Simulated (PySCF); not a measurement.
Does the answer move with the share of exact exchange?

C2H6B2ClN.
InChI=1S/C2H6B2ClN/c1-2(5)3-4-6/h3-4H,1,6H2

Torsions of this conformer, `[CH2:1]=[C:2]([Cl:3])[BH:4][BH:5][NH2:6]`: C1–C2–B4–B5 88°, C2–B4–B5–N6 72°, H–N6–B5–B4 -1°, H–N6–B5–B4 -179°.

PySCF, pcSseg-1 basis, density fitting, gas phase, PBE0-D3(BJ)/def2-SVP geometry. One functional is left out:

```
functional  exact exchange (%)  HOMO energy (eV)  LUMO energy (eV)  dipole moment (D)
     B97-D                   0             -6.03             -2.11              1.480
      BLYP                   0             -5.90             -2.11              1.532
      BP86                   0             -6.16             -2.38              1.544
       LDA                   0             -6.18             -2.60              1.612
      OPBE                   0             -6.02             -2.17              1.556
       PBE                   0             -6.05             -2.31              1.569
     B97-2                  21             -7.00             -1.33              1.399
      PBE0                  25             -7.25             -1.35              1.423
  mPW1PW91                  25             -7.28             -1.34              1.403
 BHandHLYP                  50             -8.30             -0.25              1.302
```

Predict the row of B3LYP (20 % exact exchange) by straight lines through the other rows, and check it.

```tsv
property	line	computed	computed − line	B97-2 (21 %), for comparison
HOMO energy (eV)	-6.98	-7.03	-0.05	-7.00
LUMO energy (eV)	-1.48	-1.52	-0.04	-1.33
dipole moment (D)	1.441	1.418	-0.023	1.399
```

Which of these properties follows the share of exact exchange most closely, and which least?

Most closely the HOMO energy, least the dipole moment; the correlations over the tabulated rows are HOMO energy -0.995, LUMO energy 0.978, dipole moment -0.931. The HOMO energy moves by -0.457 eV for every 10 %. Functionals with the same share still differ in their other parts: at 0 % BLYP and LDA differ by 0.28 eV in it.
